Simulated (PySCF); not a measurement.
## Hg (mercury, neutral): UHF calculation

Configuration: [Xe] 4f14 5d9 6s2 7s1, high-spin 3D determinant (an excited configuration). Calculation: PySCF 2.14, in aug-cc-pwCVTZ-PP with ECP60MDF; a scalar-relativistic core potential.

| Item | Value |
| --- | --- |
| Total energy | -152.126951 hartree |
| One-electron energy | -264.1632 hartree |
| Hartree (Coulomb) energy | 124.6918 hartree |
| Exchange energy | -12.6556 hartree |
| ⟨S²⟩ | 2.0028 |
| ⟨L²⟩ | 6.026 |
| Sum of ⟨r⟩ | 33.91 bohr |
| Sum of ⟨r²⟩ | 109.6 bohr² |
| Traceless quadrupole moment −½Σ⟨3z² − r²⟩ along its main axis | -0.0705 e·bohr² |
| Time after the integrals | about 6 core-seconds |

| shell | electrons | mean orbital energy (eV) | spread (eV) | rms radius, mean of both spins (bohr) |
| --- | --- | --- | --- | --- |
| 5s α | 1 | -147.63 | 0 | 0.976 |
| 5s β | 1 | -145.79 | 0 | 0.976 |
| 5p α | 3 | -92.139 | 1.688 | 1.12 |
| 5p β | 3 | -89.690 | 1.274 | 1.12 |
| 5d α | 5 | -25.046 | 2.013 | 1.54 |
| 5d β | 4 | -23.876 | 1.460 | 1.54 |
| 6s α | 1 | -14.697 | 0 | 2.70 |
| 6s β | 1 | -14.027 | 0 | 2.70 |
| 7s α | 1 | -2.560 | 0 | 8.02 |

Energies and moments cover only the electrons outside the core potential. Spin-orbit coupling, absent here, splits the open shell strongly. The outer electron is Rydberg-like, and this basis confines it to a smaller radius and binds it less than a complete one would.
